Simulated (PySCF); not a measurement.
Cl₂GeH₄OSi, SMILES O[Si](Cl)(Cl)[GeH3].

Coordinates come from a ωB97X-D3(BJ)/def2-SVP optimisation. This is a generated structure with no PubChem entry under its InChIKey; it may be hypothetical. One conformer was computed; it need not be the lowest.

Two levels are set side by side: TDA-PBE/def2-SVPD (PySCF) and TDA-M06-2X/def2-SVPD (PySCF). Vertical, same geometry. The lowest singlet is HOMO→LUMO+1 93 % with PBE and HOMO→LUMO+1 78 % with the other functional; states are paired by order. Differences are taken from unrounded values.

| quantity | TDA-M06-2X | TDA-PBE | TDA-PBE minus TDA-M06-2X |
|---|---|---|---|
| lowest singlet excitation (eV) | 7.32 | 6.50 | -0.82 |
| lowest triplet excitation (TDA) (eV) | 6.51 | 5.98 | -0.54 |
| first bright state (f over 0.05) (eV) | 7.32 | 6.50 | -0.82 |
| its oscillator strength | 0.10 | 0.10 | 0.00 |

Functionals without exact exchange tend to place singlet excitations lower, as here. Differences between two approximate levels are no errors against the true value.

Rough cost on one machine, each run with all the roots and properties that it gave: TDA-M06-2X against TDA-PBE about 9 times.
